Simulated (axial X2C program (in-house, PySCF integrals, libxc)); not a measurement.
**Which molecule has these constants?**

All values come from calculations with an in-house all-electron X2C program for linear molecules (integrals from PySCF), spin-free (one-electron X2C) or two-component (2c: spin–orbit coupling with atomic mean-field Coulomb and Gaunt terms, which also bring small scalar terms), in Dyall basis sets with cores contracted in-house; open shells are unrestricted.

A two-component PBE0 calculation in a Dyall 3-zeta basis gave Re = 1.569 Å, ωe = 2263.2 cm⁻¹, De = 3.17 eV, Ω = 9/2.

Problem. Which molecule is it?
A. RhH⁺
B. IrH⁺
C. CoH⁺

Solution. B. The others have CoH⁺ 1.514 Å and 1978.9 cm⁻¹ (Ω = 9/2); RhH⁺ 1.488 Å and 2286.6 cm⁻¹ (Ω = 5/2).

Each entry is the lowest single determinant of a limited PBE0 search at one distance. De goes to single-determinant-based atoms at the same level (for ions the charge split of lowest energy) and is withheld (n/a) where an atom does not fit its ground term or J level. Main or longest-lived isotopes. One determinant is a doubtful description, or other states lie close, for IrH⁺, CoH⁺, RhH⁺; these need not be ground states, and all values refer to the states named. With several unpaired electrons the Ω given is that of one determinant, not necessarily of the lowest component. The functionals have no current term, which raises determinants with orbital currents.
